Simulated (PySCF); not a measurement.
A PySCF script (with the pyscf-properties extension) for the NMR shieldings of SMILES CC(=S)NC1CCC1, C6H11NS, on a GFN2-xTB geometry:

```python
import basis_set_exchange as bse
import numpy as np
from pyscf import gto, dft
from pyscf.prop import nmr

atoms = """
C    -2.595366   -0.643971   -0.082498
C    -1.986909    0.504376    0.654790
S    -2.914138    1.645529    1.390498
N    -0.650980    0.597379    0.723106
C     0.333824   -0.234063    0.095905
C     1.007081    0.331711   -1.177699
C     2.383938    0.048303   -0.557974
C     1.708284   -0.257644    0.788057
H    -3.675795   -0.532524   -0.086547
H    -2.343977   -1.586577    0.404724
H    -2.234739   -0.676319   -1.110290
H    -0.304128    1.426140    1.189878
H    -0.079924   -1.230868   -0.055158
H     0.779955   -0.190443   -2.103933
H     0.806150    1.392611   -1.309588
H     3.079385    0.883784   -0.554342
H     2.876970   -0.817788   -0.992605
H     1.981703   -1.196576    1.263177
H     1.818861    0.546195    1.513037
"""
names = dict.fromkeys(["C", "S", "N", "H"], "pcSseg-1")
basis = {el: gto.basis.parse(bse.get_basis(n, elements=[el], fmt="nwchem")) for el, n in names.items()}
mol = gto.M(atom=atoms, basis=basis, charge=0, verbose=0)
mf = dft.RKS(mol, xc="PBE0")
mf.grids.level = 2
mf.grids.alignment = dft.numint.BLKSIZE   # the property module wants whole blocks of grid points
mf.conv_tol = 1e-9
mf.kernel()

calc = nmr.RKS(mf)   # GIAO
C = mf.mo_coeff
Co = C[:, mf.mo_occ > 0]
resp = mf.gen_response(singlet=True, hermi=2)
def vind(x):   # induced exchange potential for any number of trial vectors
    d = np.einsum("pi,xij,qj->xpq", C, 2 * x.reshape(-1, C.shape[1], Co.shape[1]), Co, optimize=True)
    return np.einsum("xpq,pi,qj->xij", resp(d - d.transpose(0, 2, 1)), C, Co, optimize=True).ravel()
mo1, _ = nmr.rhf.solve_mo1(calc, with_cphf=vind)
sigma = calc.kernel(mo1)
for i, s in enumerate(sigma):   # ppm
    w = np.linalg.eigvalsh((s + s.T) / 2)
    print("%2d %-2s iso %8.1f  s11 %8.1f  s22 %8.1f  s33 %8.1f" % (i, mol.atom_pure_symbol(i), w.mean(), *w))
```

**Question.** What does it print?

**Answer.** 
```
 0 C  iso    157.2  s11    137.3  s22    149.9  s33    184.4
 1 C  iso    -20.8  s11   -172.0  s22    -17.3  s33    126.9
 2 S  iso    135.8  s11   -178.7  s22    129.9  s33    456.2
 3 N  iso     77.5  s11    -41.9  s22     96.2  s33    178.1
 4 C  iso    137.1  s11    114.7  s22    140.3  s33    156.1
 5 C  iso    154.0  s11    132.3  s22    148.1  s33    181.7
 6 C  iso    173.4  s11    163.6  s22    172.5  s33    184.2
 7 C  iso    154.9  s11    134.6  s22    148.5  s33    181.6
 8 H  iso     28.9  s11     23.9  s22     29.6  s33     33.1
 9 H  iso     29.5  s11     25.3  s22     28.9  s33     34.2
10 H  iso     29.6  s11     25.1  s22     30.0  s33     33.8
11 H  iso     24.7  s11     19.1  s22     27.2  s33     27.9
12 H  iso     27.9  s11     24.0  s22     28.5  s33     31.2
13 H  iso     29.2  s11     25.5  s22     27.6  s33     34.4
14 H  iso     29.7  s11     26.7  s22     29.0  s33     33.3
15 H  iso     29.9  s11     25.9  s22     27.0  s33     36.7
16 H  iso     30.0  s11     26.7  s22     27.2  s33     36.0
17 H  iso     29.1  s11     25.9  s22     26.5  s33     34.8
18 H  iso     29.7  s11     26.6  s22     28.8  s33     33.7
```

These numbers come from an equivalent density-fitted implementation of the same equations, which agrees with the script to about 0.01 ppm for H and up to a few tenths of a ppm for heavy atoms, so last digits may differ.

**Question.** Turn these shieldings into chemical shifts. References, each an isolated molecule treated in the same way: $^{13}$C (σ = 186.93 ppm) and $^{1}$H (σ = 31.72 ppm) vs TMS; $^{33}$S (σ = 503.73 ppm) vs CS2; NH3 for $^{15}$N (σ = 267.73 ppm).

**Answer.** Averaging equivalent atoms: C 1: 207.7; C 4: 49.9; C 5/7: 32.5; C 0: 29.7; C 6: 13.5; S 2: 368; N 3: 190.2; H 11: 6.98; H 12: 3.81; H 13/17: 2.60; H 8/9/10: 2.39; H 14/18: 2.02; H 15: 1.84; H 16: 1.75 ppm. Experimental scales use liquid or dissolved standards, which lie at an offset from isolated NH3 (liquid NH3: subtract about 20 ppm). Unscaled 15N shifts of sp2 nitrogen come out 20 to 40 ppm too high even then.

Size and cost of the density-fitted run: 198 basis functions, 57 s wall time on 1 thread of an Arm Neoverse N1, shared host; peak memory 0.88 GiB.
